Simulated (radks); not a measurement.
Species: Fe2+. Configuration: [Ar] 3d6 (the NIST ground configuration).

Calculated with a radial shooting solver on a logarithmic mesh with Libxc functionals: Dirac Kohn-Sham, LDA (Slater exchange, Perdew-Wang correlation), spin-unpolarised, spherical densities, point nucleus; open shells are shared between the two j in proportion to 2j + 1.

Energy parts (hartree):
| part | energy |
|---|---|
| total | -1269.27916 |
| kinetic | 1286.34680 |
| electron-nucleus | -3024.01739 |
| Hartree | 521.26049 |
| exchange-correlation | -52.86906 |

Orbitals (lengths in bohr, moments of r in powers of bohr):
orbital	occ.	eigenvalue (hartree)	<1/r>	<r>	small-component weight
1s1/2	2	-257.2637	25.93	0.05855	8.72e-03
2s1/2	2	-30.71965	5.568	0.2674	1.60e-03
2p1/2	2	-26.62158	5.522	0.2337	1.59e-03
2p3/2	4	-26.16390	5.423	0.2367	1.56e-03
3s1/2	2	-4.11709	1.749	0.8128	3.48e-04
3p1/2	2	-2.92176	1.622	0.8525	3.09e-04
3p3/2	4	-2.86483	1.599	0.8620	3.04e-04
3d3/2	2.4	-0.96025	1.242	1.077	1.96e-04
3d5/2	3.6	-0.95441	1.236	1.082	1.95e-04

The highest occupied level is 3d5/2 at -25.971 eV. For comparison, the ionisation energy in NIST's Atomic Spectra Database is 30.65 eV (measured). In exact Kohn-Sham theory the highest level is minus the ionisation energy, but local and semilocal functionals leave it too shallow, through self-interaction and a potential that decays too fast; potentials with the right tail come closer.

Beside tabulated values, note that spin-unpolarised runs miss the spin-polarisation part of the exchange energy of open shells.
